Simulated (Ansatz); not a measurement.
Start from `[BH2][Sb]([CH3])[CH3]` and change one atom or group to get `[CH3][Sb]([CH3])[SH]`.

Ansatz, PBE0-D4/def2-TZVP geometries, multiplicity 1. Each molecule was computed in one conformer, which needn't be the lowest.

Elements past krypton have def2 core potentials.

```csv
property,`[BH2][Sb]([CH3])[CH3]`
HOMO energy (B3LYP/def2-TZVPP) / eV,-6.17
LUMO energy (PBE0/def2-TZVPP) / eV,-2.06
HOMO energy (ωB97M-V/def2-TZVPP) / eV,-8.35
size of the dipole moment (ωB97M-V/def2-TZVPP) / D,0.93
LUMO energy (PBE/def2-TZVPP) / eV,-2.94
size of the dipole moment (PBE/def2-TZVPP) / D,1.17
```

Problem. Give the same properties after the change, and the shifts. (An estimate is asked.)

Solution. Computed: 
| property | `[CH3][Sb]([CH3])[SH]` | shift |
| --- | --- | --- |
| HOMO energy (B3LYP/def2-TZVPP) / eV | -6.70 | -0.53 |
| LUMO energy (PBE0/def2-TZVPP) / eV | -0.72 | 1.34 |
| HOMO energy (ωB97M-V/def2-TZVPP) / eV | -8.91 | -0.56 |
| size of the dipole moment (ωB97M-V/def2-TZVPP) / D | 1.74 | 0.81 |
| LUMO energy (PBE/def2-TZVPP) / eV | -1.48 | 1.46 |
| size of the dipole moment (PBE/def2-TZVPP) / D | 1.64 | 0.47 |

With PBE0 the HOMO falls by 0.54 eV and the LUMO rises by 1.34 eV, so the gap widens by about 1.88 eV. PBE moves the HOMO by -0.37 eV and ωB97M-V by -0.56 eV. Dipoles are sizes alone; their direction can turn.

B3LYP here is the variant with VWN-RPA as its local correlation; programs differ in this.

Spin–orbit coupling is left out; it splits and shifts lone-pair levels of the heavy atoms by tenths of an eV.
